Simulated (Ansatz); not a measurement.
The same path of H4Si + H7N3OZr (17 atoms, charge 0, multiplicity 1) was run twice with different band settings. Lost on the way: Si13–H17. Made: Zr1–Si13, O2–H17.

Theory: RHF/def2-SVP in Ansatz.

Relaxed end points:

```xyz
17
Properties=species:S:1:pos:R:3
Zr -0.147 0.591 -0.044
O -0.383 0.878 1.862
H -0.504 1.045 2.778
N 1.804 0.942 -0.613
H 2.627 0.717 -0.079
H 2.097 1.438 -1.437
N -1.355 1.843 -1.151
H -1.940 1.572 -1.923
H -1.520 2.818 -0.965
N -0.624 -1.354 -0.560
H -1.399 -1.890 -0.205
H -0.126 -1.928 -1.218
Si 1.192 -3.922 1.471
H -0.264 -4.193 1.435
H 1.730 -3.875 0.092
H 1.866 -5.019 2.207
H 1.457 -2.640 2.164
```

```xyz
17
Properties=species:S:1:pos:R:3
Zr 0.195 -0.459 -0.292
O 0.706 0.443 1.972
H -0.066 0.410 2.522
N 2.059 0.379 -0.556
H 2.600 0.288 -1.400
H 2.531 1.029 0.047
N -1.513 0.611 0.182
H -2.411 0.356 -0.199
H -1.621 1.502 0.636
N -0.260 -1.285 -2.110
H -1.113 -1.166 -2.631
H 0.319 -1.932 -2.620
Si 0.388 -2.906 1.199
H -0.921 -3.598 1.429
H 1.276 -3.949 0.596
H 0.941 -2.708 2.588
H 1.401 0.009 2.451
```

Common settings: movable images 9; climbing image yes; optimiser quadratic models (default); start path through a guess of the saddle point; force threshold 0.03 eV/Å; iteration limit 60; end points relaxed.

| run | spring |
| --- | --- |
| 1 | 5.0 eV/Å² |
| 2 | 50.0 eV/Å² |

(1) What does each run give, and how far can it be trusted?

## Answers

(1) Run 1: converged after 39 iterations, highest image 2.560 eV above the first end. The profile has 3 maxima (images 2, 5, 8) with wells between them (images 3, 6): this band takes more than one step, which may be the mechanism or a detour left from its start path. Neighbouring images differ by up to 2.5 eV, so the band resolves the path poorly. A vibrational analysis at the climbing image gives one clearly imaginary mode, 1545i cm⁻¹, and a faint second one (33i cm⁻¹) that may be numerical noise or a soft torsion: probably a first-order saddle point.
Run 2: converged after 52 iterations, highest image 2.456 eV above the first end. Neighbouring images differ by up to 2.3 eV, so the band resolves the path poorly. The order of the point at the top wasn't checked.
The orbitals stay closed-shell, which can raise the energy where a bond breaks towards radicals; this wasn't checked here.
